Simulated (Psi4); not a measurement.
Torsional profile of CH5BrSi, SMILES C[SiH2]Br. Scanned: dihedral H4–C1–Si2–Br3; all other coordinates were relaxed at GFN2-xTB. Heavy atoms are numbered in the order of the SMILES C[SiH2]Br, hydrogens after them in the order of the atoms that carry them; the mirror image has the same energies with the sign of each dihedral reversed.

Computed with: PBE0/def2-TZVP // GFN2-xTB (Psi4); MP2/cc-pVTZ = DF-MP2 (frozen core)/cc-pVTZ // GFN2-xTB (Psi4 1.11).

Energies relative to the lowest point of each profile, in kcal/mol:

```json
[
 {"φ / °": "0", "PBE0/def2-TZVP": "1.47"},
 {"φ / °": "10", "PBE0/def2-TZVP": "1.37"},
 {"φ / °": "20", "PBE0/def2-TZVP": "1.09"},
 {"φ / °": "30", "PBE0/def2-TZVP": "0.72"},
 {"φ / °": "40", "PBE0/def2-TZVP": "0.35"},
 {"φ / °": "50", "PBE0/def2-TZVP": "0.09"},
 {"φ / °": "60", "PBE0/def2-TZVP": "0.00"},
 {"φ / °": "70", "PBE0/def2-TZVP": "0.09"},
 {"φ / °": "80", "PBE0/def2-TZVP": "0.35"},
 {"φ / °": "90", "PBE0/def2-TZVP": "0.71"},
 {"φ / °": "100", "PBE0/def2-TZVP": "1.08"},
 {"φ / °": "110", "PBE0/def2-TZVP": "1.37"}
]
```

Q: Estimate the MP2/cc-pVTZ values at these points.

A: 0: 1.72; 10: 1.60; 20: 1.28; 30: 0.84; 40: 0.42; 50: 0.11; 60: 0.00; 70: 0.11; 80: 0.41; 90: 0.84; 100: 1.27; 110: 1.60 (kcal/mol).
